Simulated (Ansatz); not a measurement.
`[SiH3]OB(S)S` + `[NH2][Hf]([Cl])([Cl])[Cl]` → `NB(S)S` + `[SiH3][O][Hf]([Cl])([Cl])[Cl]`  (redistribution)

Isolated molecules relaxed with PBE0-D4/def2-TZVP in Ansatz; ΔE leaves out vibrations. CCSD(T)/CBS adds triple-zeta CCSD(T) − MP2 to the extrapolated MP2 energy (def2 sets, frozen cores). This one scheme is used for every species. DFT in def2-TZVPP. Elements past krypton have def2 core potentials. For Hf outer-core shells are correlated without core-valence functions, which leaves a few kJ/mol of doubt a bond. One conformer a species, not always the lowest.

```json
{"level": "ωB97X-V", "ΔE (kcal/mol)": "-18.4"}
{"level": "PBE", "ΔE (kcal/mol)": "-17.8"}
{"level": "r2SCAN", "ΔE (kcal/mol)": "-17.8"}
{"level": "HF/def2-TZVPP", "ΔE (kcal/mol)": "-19.1"}
{"level": "MP2/def2-TZVPP", "ΔE (kcal/mol)": "-19.0"}
{"level": "CCSD/def2-TZVPP", "ΔE (kcal/mol)": "-18.7"}
{"level": "CCSD(T)/def2-TZVPP", "ΔE (kcal/mol)": "-18.5"}
{"level": "HF/CBS(def2)", "ΔE (kcal/mol)": "-19.3"}
```

(1) What does CCSD(T)/CBS give? (Best estimate.)

Largest T1 diagnostic among the species: 0.014.

## Answers

(1) The calculation gave: -18.1 kcal/mol. The listed levels differ from it by -0.3, 0.3, 0.3, -1.0, -0.9, -0.6, -0.4, -1.2 kcal/mol.
